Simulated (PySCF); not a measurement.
Computed shifts of a molecule GeH6OSi, PBE0/pcSseg-1 (PySCF), GIAO, gas phase, atoms alike by connectivity averaged where their shifts nearly agree, in ppm (number of nuclei): ²⁹Si: -31.9 (1). ¹H: 5.49 (3), 5.27 (3). References: ⁷³Ge against GeH4 (σ = 1658.3 ppm); ¹⁷O against H2O (σ = 334.2 ppm); ²⁹Si against TMS (σ = 352.7 ppm); ¹H against TMS (σ = 31.56 ppm), references at their B3LYP-D3(BJ)/def2-TZVP geometries, non-relativistic. Geometry: B3LYP-D3(BJ)/def2-SVP. The values are those of a single conformer.

Which structure fits?
A) [SiH3][O][GeH3]
B) O[SiH2][GeH3]
C) [OH][GeH2][SiH3]

A, [SiH3][O][GeH3]
